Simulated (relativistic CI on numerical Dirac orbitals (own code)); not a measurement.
d7 in a ligand field

Computed with a parametric ligand-field model of a d^n configuration (Racah B and C, spin-orbit zeta, crystal field), exact diagonalisation.

Field parameters in Wybourne normalisation: Oh B⁴₀ = 21Dq, B⁴₄ = √(5/14) B⁴₀; Td as Oh with Dq negative (B⁴₀ = 21Dq, B⁴₄ = √(5/14) B⁴₀). The field is a parameter set, without covalency.

Problem. Ground term and bands for B = 370, C = 1470, ζ = 0 cm⁻¹, Oh, 10Dq = 6950 cm⁻¹?

Solution. Ground term 4T1 with 2.04 electrons in the two orbitals of the cubic e set. Spin-allowed: 4T2 6299 cm⁻¹ (1588 nm), 4T1 11198 cm⁻¹ (893 nm), 4A2 13249 cm⁻¹ (755 nm). Lowest spin-forbidden: 2E 198 cm⁻¹, 2T1 6259 cm⁻¹ (1598 nm), 2T2 6510 cm⁻¹ (1536 nm).

Problem. Ground term and bands for B = 380, C = 1910, ζ = 0 cm⁻¹, Oh, 10Dq = 21200 cm⁻¹?

Solution. Ground term 2E with 1.02 electrons in the two orbitals of the cubic e set. Spin-allowed: 2T1 19689 cm⁻¹ (508 nm), 2T2 20186 cm⁻¹ (495 nm), 2T1 22441 cm⁻¹ (446 nm), 2T2 29410 cm⁻¹ (340 nm). Lowest spin-forbidden: 4T1 12260 cm⁻¹ (816 nm), 4T2 32529 cm⁻¹ (307 nm), 4T1 37299 cm⁻¹ (268 nm).

Problem. Ground term and bands for B = 690, C = 3140, ζ = 0 cm⁻¹, Oh, 10Dq = 4200 cm⁻¹?

Solution. Ground term 4T1 with 2.11 electrons in the two orbitals of the cubic e set. Spin-allowed: 4T2 3576 cm⁻¹ (2797 nm), 4A2 7776 cm⁻¹ (1286 nm), 4T1 13301 cm⁻¹ (752 nm). Lowest spin-forbidden: 2E 10127 cm⁻¹ (987 nm), 2T1 13117 cm⁻¹ (762 nm), 2T2 13209 cm⁻¹ (757 nm).

Problem. Ground term and bands for B = 400, C = 1730, ζ = 0 cm⁻¹, Td, 10Dq = -2300 cm⁻¹?

Solution. Ground term 4A2 with 4.00 electrons in the two orbitals of the cubic e set. Spin-allowed: 4T2 2300 cm⁻¹, 4T1 3964 cm⁻¹ (2523 nm), 4T1 8936 cm⁻¹ (1119 nm). Lowest spin-forbidden: 2E 7697 cm⁻¹ (1299 nm), 2T1 7998 cm⁻¹ (1250 nm), 2A1 9090 cm⁻¹ (1100 nm). With an A2 ground term the first spin-allowed band lies at |10Dq| itself.

Problem. A d7 ion in Oh symmetry has the ground term 2E and bands at 4T1 1750 cm⁻¹, 2T1 9376 cm⁻¹ (1067 nm), 2T2 9725 cm⁻¹ (1028 nm), 4T2 11434 cm⁻¹ (875 nm), 2T1 12257 cm⁻¹ (816 nm), 4T1 17317 cm⁻¹ (577 nm), 2T2 17765 cm⁻¹ (563 nm). Which parameters reproduce them?

Solution. B = 450, C = 1810, ζ = 0 cm⁻¹, Oh, 10Dq = 10550 cm⁻¹.
